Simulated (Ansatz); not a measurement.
C2H8OSSi can be A, `CSC[SiH2]O`, or B, `OCC[SiH2]S`.

Calculated with Ansatz (gas phase, PBE0-D4/def2-TZVP geometries, no zero-point term in ΔE). CBS: MP2 limit from def2 TZ/QZ plus the TZ coupled-cluster correction, frozen cores. Functionals use def2-TZVPP. Each species was taken in one conformer, which may not be the lowest.

Problem. Which isomer does CCSD(T)/CBS put lower? Give the gap. (An estimate is asked.)

Solution. Ansatz gave: A, by 63.1 kJ/mol.

Problem. Give E(B) − E(A) in kJ/mol with r2SCAN-D4, ωB97M-V, MP2/def2-TZVPP, CCSD/def2-TZVPP, B2PLYP, PBE0-D4, CCSD(T)/def2-TZVPP. (Estimate.)

Solution. Ansatz gave: r2SCAN-D4 60.7, ωB97M-V 59.7, MP2/def2-TZVPP 64.9, CCSD/def2-TZVPP 57.1, B2PLYP 63.0, PBE0-D4 55.2, CCSD(T)/def2-TZVPP 58.2. None reverses the order clearly.

Largest T1 diagnostic: 0.011.
